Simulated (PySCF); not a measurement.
Spin-orbit coupling and the fourth ionisation energy along the 4d series

Two-component X2C-1e calculated with PySCF 2.14: MP2 on generalised Hartree-Fock spinors (GMP2), with spin-orbit coupling off and on (screened by Boettger's factors); no Breit or QED terms. Values in eV; the references (NIST) lie between the lowest levels. Elements whose determinants are no pure J levels are left out.

| element | configurations | spin-free | with spin-orbit | shift | reference |
| --- | --- | --- | --- | --- | --- |
| Zr (x2c-TZVPall-2c, [Ar] 3d10 frozen) | [Kr] 4d1 → [Kr] | 33.658 | 33.759 | 0.101 | 34.418 |
| Rh (x2c-TZVPall-2c, [Ar] 3d10 frozen) | [Kr] 4d6 → [Kr] 4d5 | 43.698 | 43.878 | 0.179 | 42 ± 1.7 (t) |
| Pd (x2c-TZVPall-2c, [Ar] 3d10 frozen) | [Kr] 4d7 → [Kr] 4d6 | 47.171 | 47.247 | 0.076 | 46 ± 1.7 (t) |
| Ag (x2c-TZVPall-2c, [Ar] 3d10 frozen) | [Kr] 4d8 → [Kr] 4d7 | 49.696 | 49.604 | -0.092 | 49 ± 1.7 (t) |
| Cd (x2c-TZVPall-2c, [Ar] 3d10 frozen) | [Kr] 4d9 → [Kr] 4d8 | 52.191 | 51.971 | -0.221 | 51 ± 1.7 (t) |

The largest shift is at Cd, -0.221 eV, where spin-orbit coupling lowers the species with fewer electrons by more than the one with more (starting occupations 4d3/2^4 4d5/2^5 and 4d3/2^4 4d5/2^4).

What remains against the references is mostly the basis and correlation beyond MP2. References marked (s) are semi-empirical, (t) theoretical.
